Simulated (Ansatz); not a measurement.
Stepwise reaction of `[SiH3][SiH2]Cl` with ammonia, as a gas-phase model of exchange steps in deposition or etching. ΔE in kJ/mol; ΔG adds harmonic PBE0-D4 terms to CCSD(T)/CBS, at 1 bar.

Computed with Ansatz on PBE0-D4/def2-TZVP structures; ΔE is electronic, products minus reactants. CCSD(T)/CBS adds triple-zeta CCSD(T) − MP2 to the extrapolated MP2 energy (def2 sets, frozen cores). This one scheme is used for every species. DFT in def2-TZVPP. B3LYP here is the variant with VWN-RPA as its local correlation; programs differ in this. Each species was taken in one conformer, which may not be the lowest.

```tsv
step	reaction	PBE-D4	B3LYP-D4	ωB97M-V	CCSD(T)/CBS	ΔG(500 K)
1	`[SiH3][SiH2]Cl` + NH₃ → `N[SiH2][SiH2]Cl` + H₂	-16.8	-20.6	-20.4	-19.6	-19.2
2	`N[SiH2][SiH2]Cl` + NH₃ → `N[SiH2][SiH](N)Cl` + H₂	-41.9	-43.9	-43.7	-42.0	-40.2
```

By hand: ΔE of the 2 steps together at CCSD(T)/CBS.

(-19.6) + (-42.0) = -61.6 kJ/mol, or -30.8 kJ/mol a step.

In ΔE each step is lower than the one before. All are downhill at CCSD(T)/CBS. ΔG lies between -40.2 and -19.2 kJ/mol a step. PBE-D4 differs from CCSD(T)/CBS by 0.1 to 2.8 kJ/mol a step. Isolated molecules leave out the surface, adducts and barriers. Largest T1 diagnostic: 0.011.
